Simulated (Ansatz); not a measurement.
Ideal-gas functions of CH$_{3}$IO$_{2}$ (`OC(O)I`) at 600 K and 1 bar, from an Ansatz frequency run at PBE0-D4/def2-TZVP.

Molar mass 173.94 g/mol, point group C1 (symmetry number 1), electronic degeneracy 1, moments of inertia 50.617, 234.734, 273.902 u Å². Harmonic wavenumbers (cm⁻¹, unscaled): 240, 258, 283, 443, 572, 606, 1044, 1156, 1173, 1276, 1349, 1425, 3121, 3788, 3806.

Use S(trans) = R[1.5 ln M + 2.5 ln T − 1.1517]; rotational temperatures θ = 24.2544 K / I; S(rot) = R[ln(√π/σ · √(T³/θAθBθC)) + 1.5]; for each mode x = 1.438777 ν̃/T, S = R[x/(eˣ − 1) − ln(1 − e⁻ˣ)] and H = RT x/(eˣ − 1); 1 cm⁻¹ = 0.0119627 kJ/mol; R = 8.31446 J/(mol·K).

Task: By hand: the entropy, in J/(mol·K).

Result: Translation 187.7. Rotation: θ = 0.4792, 0.1033, 0.0886 K, giving 119.6. Vibration, mode by mode: 13.02, 12.44, 11.70, 8.19, 6.31, 5.90, 2.56, 2.07, 2.01, 1.65, 1.44, 1.24, 0.04, 0.01, 0.01, in all 68.6. Electronic 0.0. Sum 375.9 J/(mol·K).

Task: By hand: H − E and G − E in kJ/mol, counted from the electronic energy.

Result: Zero-point energy ½ × 20540 × 0.0119627 = 122.9; thermal vibration 23.1; translation, rotation and pV give 4 RT = 20.0. H − E = 166.0 kJ/mol, and G − E = 166.0 − 600 × 375.9/1000 = -59.5 kJ/mol.

Vibration gives 18 % of the entropy. The sum counts one conformer and one mirror image; others add a mixing term.
